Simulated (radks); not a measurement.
Values are calculated unless marked as measured or tabulated.
Problem. The mean radii <r> (bohr) of the occupied orbitals of an atom or ion are listed with their occupations. Code: a radial shooting solver on a logarithmic mesh with Libxc functionals. Model: Dirac Kohn-Sham, LDA (Slater exchange, Perdew-Wang correlation), spin-unpolarised, spherical densities, point nucleus.

orbital  occ.     <r>
1s1/2       2  0.1206
2s1/2       2  0.6275
2p1/2       2  0.6001
2p3/2       4  0.6023
3s1/2       1   2.196

Name the element and its charge. Open shells, if any, fill j = l - 1/2 first.

Solution. Z = 13, aluminium, charge +2: Al2+ in [Ne] 3s1. The 1s radius gives Z: for a bare nucleus <r> = (2 gamma + 1)/(2Z) with gamma = sqrt(1 - (Z/c)^2), 0.115 bohr for Z = 13, and screening makes it slightly larger (0.1206 here). The occupations add up to 11, and the charge is Z minus that.
